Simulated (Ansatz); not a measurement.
`SC1C[SiH2]1`. Total charge 0; spin multiplicity 1. All single points use the PBE0-D4/def2-TZVP geometry. It is one conformer, not always the lowest.

```xyz
10

S    -1.894   -0.710    0.637
C    -0.146   -0.669    0.277
C     0.594    0.556    0.859
Si    0.549    0.501   -0.984
H    -2.333   -1.161   -0.549
H     0.361   -1.616    0.443
H     1.518    0.342    1.387
H    -0.030    1.282    1.370
H    -0.387    1.370   -1.722
H     1.769    0.105   -1.719
```

(1) What is the dipole moment at ωB97M-V/def2-TZVPP? (Estimate.)

(2) And with PBE, r2SCAN, B3LYP? (Best estimate.)

(3) Give the Mulliken charges with ωB97M-V, B3LYP, PBE in def2-TZVPP. (Estimate.)

Answers

(1) The calculation gave: 1.60 D, with components (1.20, 0.09, -1.05) D in this frame, pointing from negative to positive charge.

(2) The calculation gave: PBE 1.39 D, r2SCAN 1.50 D, B3LYP 1.55 D.

(3) The calculation gave: 
```json
{"atom": "S1", "ωB97M-V": "-0.14", "B3LYP": "-0.17", "PBE": "-0.19"}
{"atom": "C2", "ωB97M-V": "-0.21", "B3LYP": "-0.13", "PBE": "-0.09"}
{"atom": "C3", "ωB97M-V": "-0.31", "B3LYP": "-0.26", "PBE": "-0.21"}
{"atom": "Si4", "ωB97M-V": "0.22", "B3LYP": "0.26", "PBE": "0.18"}
{"atom": "H5", "ωB97M-V": "0.11", "B3LYP": "0.10", "PBE": "0.11"}
{"atom": "H6", "ωB97M-V": "0.12", "B3LYP": "0.10", "PBE": "0.10"}
{"atom": "H7", "ωB97M-V": "0.11", "B3LYP": "0.10", "PBE": "0.09"}
{"atom": "H8", "ωB97M-V": "0.12", "B3LYP": "0.10", "PBE": "0.10"}
{"atom": "H9", "ωB97M-V": "0.00", "B3LYP": "-0.05", "PBE": "-0.04"}
{"atom": "H10", "ωB97M-V": "-0.02", "B3LYP": "-0.06", "PBE": "-0.05"}
```

B3LYP here is the variant with VWN-RPA as its local correlation; programs differ in this.

All numbers were calculated with Ansatz.
